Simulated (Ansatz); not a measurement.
Species: C$_{5}$H$_{12}$O (charge 0, singlet). SMILES: OCCC(C)C
Structure (B3LYP-D3(BJ)/def2-TZVP (Ansatz, a program for electronic structure) minimum search):
```xyz
18

C     -2.0355     0.9496     0.7104
C     -0.9011    -0.0693     0.5970
C     -1.4080    -1.3676    -0.0351
C      0.2782     0.5358    -0.1727
C      1.5162    -0.3390    -0.2177
O      2.5600     0.4114    -0.8379
H     -2.4179     1.2131    -0.2796
H     -1.6967     1.8691     1.1917
H     -2.8682     0.5502     1.2930
H     -0.5554    -0.3002     1.6121
H     -2.2722    -1.7535     0.5096
H     -1.7168    -1.1960    -1.0702
H     -0.6467    -2.1488    -0.0395
H     -0.0304     0.7642    -1.1980
H      0.5608     1.4865     0.2877
H      1.8025    -0.6282     0.8026
H      1.3215    -1.2571    -0.7829
H      3.3400    -0.1469    -0.9143
```
Charge 0, spin multiplicity 1.

Wanted: vertical triplet-singlet gap (E(triplet) - E(singlet); each state is the SCF solution reached for its spin), in kcal/mol. Cores are frozen in the correlated levels unless marked. UHF or UKS for open shells. Spin-orbit coupling is left out. Non-relativistic. 

```csv
level,program,vertical triplet-singlet gap (kcal/mol)
HF/aug-cc-pVDZ,Ansatz,130.6
HF/aug-cc-pVTZ,Ansatz,130.2
r2SCAN/def2-TZVPD,Ansatz,144.8
B3LYP/def2-TZVPD,Ansatz,148.4
BHLYP/def2-TZVPD,Ansatz,150.3
wB97M-V/def2-TZVPD,Ansatz,154.2
wB97X-V/def2-TZVPD,Ansatz,155.3
B2PLYP/def2-TZVPD,Ansatz,153.6
MP2/aug-cc-pVTZ,Ansatz,163.3
RI-MP2/aug-cc-pVTZ,Ansatz,163.3
SCS-MP2/aug-cc-pVTZ,Ansatz,163.0
CCSD/aug-cc-pVTZ,Ansatz,153.1
CCSD(T)/aug-cc-pVDZ,Ansatz,151.0
CCSD(T)/aug-cc-pVTZ,Ansatz,153.6
```
